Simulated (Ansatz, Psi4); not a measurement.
Psi4 was given this input:
```
memory 2 GB

molecule {
1 2
O     0.00838048    0.00164066    0.09925610
H    -0.05320696    0.86638286   -0.40979171
H    -0.01383690   -0.87950812   -0.38425707
}

set {
  basis aug-cc-pvdz
  reference uks
  scf_type pk
  puream true
  d_convergence 1e-8
  dft_radial_points 99
  dft_spherical_points 590
}

energy('r2scan')
print_variables()
```

**Question.** Give the equivalent Ansatz (a program for electronic structure) input.

**Answer.** One answer among several that fit: 
Ansatz 0.2 input:
```yaml
crystal:
  periodic: [false, false, false]
  atoms:
    - {symbol: O, position_ang: [0.00838048, 0.00164066, 0.09925610]}
    - {symbol: H, position_ang: [-0.05320696, 0.86638286, -0.40979171]}
    - {symbol: H, position_ang: [-0.01383690, -0.87950812, -0.38425707]}
basis:
  gaussian:
    orbitals: aug-cc-pVDZ
hamiltonian:
  xc: r2scan
total_charge: 1
magnetization: {spin_polarized: true, initial_magnetization: 1}
accuracy: high
```

Both were run: Psi4 gave -75.940697 Eh and Ansatz -75.940697 Eh, 0.001 mEh apart.
